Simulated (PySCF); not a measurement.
C₄H₆ClF, SMILES C/C(F)=C(\C)Cl. The structure is a stationary point at PBE-D3(BJ)/def2-SVP.

Computed equilibrium geometry at PBE-D3(BJ)/def2-SVP (PySCF confirms it by a frequency run) as a Z-matrix, and its point group:
point group Cs.
```
C
C 1 1.3539
F 2 1.3506 1 119.47
C 2 1.4917 3 112.30 1 180.00
H 4 1.1038 2 112.48 3 180.00
H 4 1.1106 5 108.51 2 122.07
H 4 1.1106 5 108.51 6 115.86
C 1 1.4960 2 127.27 3 180.00
H 8 1.1059 1 111.98 2 0.00
H 8 1.1101 9 108.29 5 -122.16
H 8 1.1101 9 108.29 10 -115.68
Cl 1 1.7521 2 118.28 3 0.00
```
